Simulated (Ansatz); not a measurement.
`FC(F)[C@H]1O[C@H]1F` + H₂ → `FC1CO1` + `FCF` at 700 K and 1 bar (hydrogenolysis of a C–C bond).

Computed with Ansatz on PBE0-D4/def2-TZVP structures; ΔE is electronic, products minus reactants. CCSD(T)/CBS adds triple-zeta CCSD(T) − MP2 to the extrapolated MP2 energy (def2 sets, frozen cores). This one scheme is used for every species. Each species was taken in one conformer, which may not be the lowest.

```csv
species,CCSD(T)/CBS energy (Eh),H − E (kJ/mol),S (J/(mol·K))
`FC(F)[C@H]1O[C@H]1F`,-490.45409,240.5,447.1
H₂,-1.17544,46.8,155.3
`FC1CO1`,-252.81736,177.0,333.8
`FCF`,-238.82660,120.2,293.9
```

H − E and S are ideal-gas, rigid-rotor, harmonic terms from PBE0-D4/def2-TZVP, for one conformer and one mirror image of each species. The MP2-based limit puts H₂ 0.8 mEh under its directly extrapolated value; such offsets cancel only in part. 1 Eh = 2625.50 kJ/mol, R = 8.31446 J/(mol·K).

Q: By hand: ΔE, ΔH, ΔS and ΔG.

A: ΔE = (-252.81736) + (-238.82660) − (-490.45409) − (-1.17544) = -0.01443 Eh = -37.9 kJ/mol. Δ(H − E) = 177.0 + 120.2 − 240.5 − 46.8 = 9.9, so ΔH = -28.0 kJ/mol. ΔS = 333.8 + 293.9 − 447.1 − 155.3 = 25.3 J/(mol·K). ΔG = -28.0 − 700 × (25.3)/1000 = -45.7 kJ/mol.

Q: By hand: the equilibrium constant, and the temperature at which ΔG would vanish if ΔH and ΔS stayed fixed.

A: log₁₀ K = −ΔG/(RT ln 10) = 3.4. ΔH and −TΔS have one sign here, so there is no such temperature.

TΔS isn't small against ΔH here. A doubt of 5 kJ/mol in ΔE shifts log₁₀ K by 0.4 here. Other conformers and mirror images would add mixing entropy, several J/(mol·K) or more a flexible species. These are equilibria of isolated gas molecules and say nothing of rates. Largest T1 diagnostic: 0.012 (customary marks: 0.02 for closed shells, 0.045 for open ones).
